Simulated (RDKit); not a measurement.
Job for RDKit: UFF on BFH2Se2 (SMILES FB([SeH])[SeH]), a point of a torsion scan.

```python
from rdkit import Chem
from rdkit.Chem import AllChem, rdDetermineBonds

blocks = [
'''6

F     0.27778351    2.06143018    0.25731164
B     0.11663664    0.77694817   -0.00004567
Se   -1.66005842    0.15912552   -0.43077567
Se    1.67219813   -0.34511439    0.08144443
H    -2.29278794    1.44450453   -0.31661806
H     1.00588022   -1.58069691   -0.25844363
''',
]
mol = None
for b in blocks:
    f = Chem.MolFromXYZBlock(b)
    rdDetermineBonds.DetermineBonds(f, charge=0)
    mol = f if mol is None else Chem.CombineMols(mol, f)
Chem.SanitizeMol(mol)
print(Chem.MolToSmiles(Chem.RemoveHs(mol)))
ff = AllChem.UFFGetMoleculeForceField(mol, vdwThresh=100.0, ignoreInterfragInteractions=False)
e = ff.CalcEnergy()
print(f'UFF energy {e:.6f} kcal/mol')
```

Program output:

```
FB([SeH])[SeH]
UFF energy 24.657399 kcal/mol
```

The run finished.

Cost: around 0.010 core-seconds (rough).
